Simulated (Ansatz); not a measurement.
A run of Ansatz (development build ahead of 0.2.0) on singlet H3(+) at this shape:

```xyz
3

H     0.4688    0.0844   -0.0197
H    -0.3144    0.4088    0.0652
H    -0.3192   -0.4476    0.0992
```

Its results:

```yaml
Converged: yes
Reference_energy: -1.29184 hartree
Correlation_energy: -0.02946 hartree
Total_energy: -1.32129 hartree
Spin_squared_of_the_determinant: 0.000
```

Task: Which input gives this output? Name the method, the orbitals and the basis set, and write the input.

Result: RHF-MP2 in def2-SVP. An unrestricted run that stays on the closed shell gives the same numbers.

```yaml
crystal:
  periodic: [false, false, false]
  atoms:
    - { symbol: H, position_ang: [0.46885, 0.08437, -0.01967] }
    - { symbol: H, position_ang: [-0.31439, 0.40876, 0.06518] }
    - { symbol: H, position_ang: [-0.31921, -0.44765, 0.09919] }
basis:
  gaussian: { orbitals: def2-SVP }
total_charge: 1
hamiltonian:
  xc: hf
correlation:
  method: mp2
  frozen_orbitals: { H: 0 }
```

Caution: bonds are stretched, where a single reference can fail; stretched shape with no unrestricted run beside it, a lower state can exist.
